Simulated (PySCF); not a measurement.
Level of theory: PySCF with PBE-D3(BJ)/def2-TZVP // M06-2X/def2-TZVP. Gas-phase values, no solvent. One relaxed conformer stands for a flexible species; it need not be the lowest. Delta-SCF ions had no search for a lower state. Excitations are Tamm–Dancoff values on a coarser integration grid. The basis has no diffuse functions, so Rydberg states are missing or too high.

Reference species (SMILES): `O=C1CC1` (neutral, multiplicity 1).

The HOMO–LUMO gap is 3.43 eV and the vertical ionisation energy (Delta-SCF) is 9.23 eV. The HOMO is -5.49 eV. The S1–T1 gap (TDA) is 0.61 eV.

Changed species: `C=C=CO`.

**Question.** What does the change do to the HOMO–LUMO gap, vertical ionisation energy (Delta-SCF), HOMO and S1–T1 gap (TDA)?

**Answer.** the HOMO–LUMO gap goes up by 0.65 eV, to 4.08 eV; the vertical ionisation energy (Delta-SCF) falls by 0.41 eV, to 8.82 eV; the HOMO rises by 0.08 eV, to -5.41 eV; the S1–T1 gap (TDA) drops by 0.21 eV, to 0.40 eV.
